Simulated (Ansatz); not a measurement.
## Counterpoise correction, worked out

The pair of HBr (SMILES Br, atoms 1–2) and SiNH5 (SMILES [SiH3]N, atoms 3–9), both closed shells, in one local arrangement (a lower one may exist), relaxed at PBE0-D4/def2-TZVP:

Br1  (-1.165, -0.520, -2.797)
H2  (-0.273, -0.210, -1.628)
Si3  (-0.247, 0.046, 1.140)
N4  (0.713, 0.135, -0.329)
H5  (-1.333, 1.041, 1.001)
H6  (-0.777, -1.335, 1.220)
H7  (0.541, 0.343, 2.367)
H8  (1.455, -0.548, -0.415)
H9  (1.086, 1.047, -0.559)
(Å)

Computed with Ansatz 0.2.0 (basis: def2-TZVPPD); correlated methods freeze the cores. Filled d shells of the heavier atoms are correlated. The def2 sets are not built for correlating such inner shells, so the correlated values are less sure here.

MP2 total energies in eV:

| system | geometry | basis functions | energy |
| --- | --- | --- | --- |
| pair | pair | all | -79457.46652 |
| HBr | as in the pair | all (partner as ghosts) | -70022.77436 |
| SiNH5 | as in the pair | all (partner as ghosts) | -9434.33717 |
| HBr | as in the pair | its own | -70022.73688 |
| SiNH5 | as in the pair | its own | -9434.31122 |
| HBr | free (PBE0-D4 minimum) | its own | -70022.83853 |
| SiNH5 | free (PBE0-D4 minimum) | its own | -9434.32941 |

Task: Work out the interaction energy with and without the counterpoise correction, the superposition error, and the binding energy from the relaxed fragments.

Result: Without correction: -79457.46652 − (-70022.73688) − (-9434.31122) = -0.41842 eV.
With correction (each fragment in the whole basis): -79457.46652 − (-70022.77436) − (-9434.33717) = -0.35499 eV = -8.19 kcal/mol.
The superposition error is the difference, 0.06343 eV, 15 % of the uncorrected value: each fragment borrows its partner's functions.
Deformation from the free shapes: 0.10165 eV for HBr and 0.01819 eV for SiNH5.
Binding energy from relaxed fragments: -0.35499 + 0.10165 + 0.01819 = -0.23515 eV = -5.42 kcal/mol (electronic, without zero-point energy; negative means bound). For comparison, the corrected interaction energy by CCSD(T) at an estimated basis limit (MP2 extrapolated from triple and quadruple zeta, plus CCSD(T) − MP2 in triple zeta) is -0.348 eV.

T1 diagnostic: at most 0.011.

For scale, one of the runs: CCSD(T)/def2-TZVPPD, 244 basis functions, launched by `ansatz run in.yaml --threads 4 --pin off --events-out ev --progress --plain --max-ram 9574MiB`. Hardware: 4 CPU threads of an Intel Xeon 6975P-C, shared host. Wall time 49 s; peak host memory 5.2 GiB.
